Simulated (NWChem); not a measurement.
Electron attachment to CuF

```
Cu
F 1 1.7505
```
Charge 0, spin multiplicity 1.

All runs are NWChem calculations. Structure: optimised with B3LYP/def2-SVP, a minimum by its harmonic frequencies.

Basis set: def2-TZVPD. −ε marks an orbital energy of the parent. The basis adds only a small set of diffuse functions.

B3LYP has NWChem's definition, with VWN1-RPA local correlation. The structure started from a generated list of species.

One of these methods gave a vertical electron affinity of 0.30 eV. Which?
A. −ε(LUMO) of M06-2X
B. −ε(LUMO) of HF
C. −ε(LUMO) of PBE
D. −ε(LUMO) of BHandHLYP

B, −ε(LUMO) of HF. The others give 2.28 (−ε(LUMO) of BHandHLYP), 2.47 (−ε(LUMO) of M06-2X), 4.12 (−ε(LUMO) of PBE).
